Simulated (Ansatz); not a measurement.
`C[Si](F)(Cl)[GeH3]` → `[CH2]` (triplet) + `F[SiH](Cl)[GeH3]` at 700 K and 1 bar (formal loss of a carbene).

Program: Ansatz. Geometries: PBE0-D4/def2-TZVP. ΔE: electronic, gas phase. CCSD(T)/CBS adds triple-zeta CCSD(T) − MP2 to the extrapolated MP2 energy (def2 sets, frozen cores). This one scheme is used for every species. Triplets are unrestricted, without spin–orbit coupling. For Ge outer-core shells are correlated without core-valence functions, which leaves a few kJ/mol of doubt a bond. Scalar relativity is left out up to krypton.

| species | CCSD(T)/CBS energy (Eh) | H − E (kJ/mol) | S (J/(mol·K)) |
| --- | --- | --- | --- |
| `C[Si](F)(Cl)[GeH3]` | -2966.56047 | 263.1 | 530.0 |
| `[CH2]` (triplet) | -39.09499 | 70.4 | 226.8 |
| `F[SiH](Cl)[GeH3]` | -2927.27769 | 168.5 | 462.6 |

H − E and S are ideal-gas, rigid-rotor, harmonic terms from PBE0-D4/def2-TZVP, for one conformer and one mirror image of each species, with the whole ground term of open shells counted as degenerate. 1 Eh = 2625.50 kJ/mol, R = 8.31446 J/(mol·K).

Problem. By hand: ΔE, ΔH, ΔS and ΔG.

Solution. ΔE = (-39.09499) + (-2927.27769) − (-2966.56047) = 0.18779 Eh = 493.0 kJ/mol. Δ(H − E) = 70.4 + 168.5 − 263.1 = -24.2, so ΔH = 468.8 kJ/mol. ΔS = 226.8 + 462.6 − 530.0 = 159.4 J/(mol·K). ΔG = 468.8 − 700 × (159.4)/1000 = 357.2 kJ/mol.

Problem. By hand: the equilibrium constant, and the temperature at which ΔG would vanish if ΔH and ΔS stayed fixed.

Solution. log₁₀ K = −ΔG/(RT ln 10) = -26.7. ΔG = 0 at ΔH/ΔS = 2941 K, far beyond where these terms or the molecules hold.

The number of gas molecules changes by +1, which sets the sign of ΔS. A doubt of 5 kJ/mol in ΔE shifts log₁₀ K by 0.4 here. Other conformers and mirror images would add mixing entropy, several J/(mol·K) or more a flexible species. A triplet takes part, so the spin changes. These are equilibria of isolated gas molecules and say nothing of rates. Largest T1 diagnostic: 0.012 (customary marks: 0.02 for closed shells, 0.045 for open ones).
